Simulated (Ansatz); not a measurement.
One change: `F[CH]1[SiH2][GeH2]1` becomes `N[CH]1[SiH2][GeH2]1`.

Ansatz, PBE0-D4/def2-TZVP geometries, multiplicity 1. Each molecule was computed in one conformer, which needn't be the lowest.

Scalar relativity is left out up to krypton.

```json
{"property": "HOMO energy (PBE/def2-TZVPP) / eV", "`F[CH]1[SiH2][GeH2]1`": "-5.83"}
{"property": "HOMO energy (B3LYP/def2-TZVPP) / eV", "`F[CH]1[SiH2][GeH2]1`": "-6.70"}
{"property": "LUMO energy (ωB97M-V/def2-TZVPP) / eV", "`F[CH]1[SiH2][GeH2]1`": "1.15"}
{"property": "HOMO energy (PBE0/def2-TZVPP) / eV", "`F[CH]1[SiH2][GeH2]1`": "-6.89"}
{"property": "HOMO–LUMO gap (PBE0/def2-TZVPP) / eV", "`F[CH]1[SiH2][GeH2]1`": "6.33"}
{"property": "HOMO–LUMO gap (ωB97M-V/def2-TZVPP) / eV", "`F[CH]1[SiH2][GeH2]1`": "10.06"}
```

Q: What does the change do to each property? (Estimate.)

A: The calculation gave: 
```tsv
property	`N[CH]1[SiH2][GeH2]1`	shift
HOMO energy (PBE/def2-TZVPP) / eV	-5.02	0.81
HOMO energy (B3LYP/def2-TZVPP) / eV	-5.94	0.76
LUMO energy (ωB97M-V/def2-TZVPP) / eV	1.43	0.28
HOMO energy (PBE0/def2-TZVPP) / eV	-6.13	0.76
HOMO–LUMO gap (PBE0/def2-TZVPP) / eV	5.88	-0.45
HOMO–LUMO gap (ωB97M-V/def2-TZVPP) / eV	9.63	-0.43
```

With PBE0 the HOMO rises by 0.76 eV and the LUMO rises by 0.33 eV, so the gap narrows by about 0.43 eV. PBE moves the HOMO by 0.81 eV and ωB97M-V by 0.72 eV.

B3LYP here is the variant with VWN-RPA as its local correlation; programs differ in this.
